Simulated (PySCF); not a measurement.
C5H11N3Si.
Atom-mapped SMILES: `[CH3:1][c:2]1[n:3][cH:4][n:5][n:6]1[SiH:7]([CH3:8])[CH3:9]` (hydrogens: H10, H11, H12 on C1; H13 on C4; H14 on Si7; H15, H16, H17 on C8; H18, H19, H20 on C9)

Method: PBE0-D3(BJ)/def2-SVP geometry optimisation, gas phase in PySCF 2.14.0.

Entries marked ? are missing. Bonds in one row agree within 0.01 Å.

| coordinate | value |
| --- | --- |
| C1–C2 | 1.487 Å |
| C2–N3 | 1.319 Å |
| N3–C4 | ? |
| C4–N5 | ? |
| N5–N6 | 1.356 Å |
| N6–Si7 | ? |
| Si7–C8, Si7–C9 | ? |
| C2–N6 | 1.361 Å |
| C1–H10, C1–H11, C1–H12 | 1.099 Å |
| C4–H13 | 1.090 Å |
| Si7–H14 | 1.493 Å |
| C8–H15 and 5 like bonds | 1.101 Å |
| C1–C2–N3 | 125.5° |
| C1–C2–N6 | 124.6° |
| N3–C2–N6 | 109.8° |
| C2–N3–C4 | 103.3° |
| N3–C4–N5 | 114.7° |
| C4–N5–N6 | 103.2° |
| N5–N6–Si7 | ? |
| C2–N6–N5 | ? |
| C2–N6–Si7 | ? |
| N6–Si7–C8 | 107.3° |
| C8–Si7–C9 | 113.4° |

Question: Estimate the withheld lengths and angles.

Answer: 
- N3–C4 = 1.355 Å, aromatic (pyridine-type nitrogen to aromatic CH next to a ring nitrogen); 0.09 Å below the sum of covalent radii, 1.44 Å.
- C4–N5 = 1.315 Å, aromatic (aromatic CH next to a ring nitrogen to pyridine-type nitrogen); 0.13 Å below the sum of covalent radii, 1.44 Å.
- N6–Si7 = 1.799 Å, drawn single (pyrrole-type nitrogen to SiH silicon); 0.02 Å below the sum of covalent radii, 1.82 Å.
- Si7–C8, Si7–C9 = 1.864 Å, drawn single (SiH silicon to Si-methyl carbon); 0.01 Å below the sum of covalent radii, 1.87 Å.
- N5–N6–Si7 = 115.9°, at the pyrrole-type nitrogen; the outer atoms are 2.685 Å apart.
- C2–N6–N5 = 108.9°, at the pyrrole-type nitrogen, inside a 5-membered ring; the outer atoms are 2.210 Å apart.
- C2–N6–Si7 = 135.1°, at the pyrrole-type nitrogen; the outer atoms are 2.926 Å apart.

Radii are Cordero's, carbon taken as 0.76, 0.73 or 0.69 Å for four, three, and two or fewer neighbours.

PBE0-D3(BJ)/def2-SVP frequencies: not computed here. The numbers are those of one conformer (N5–N6–Si7–C8 -59°).
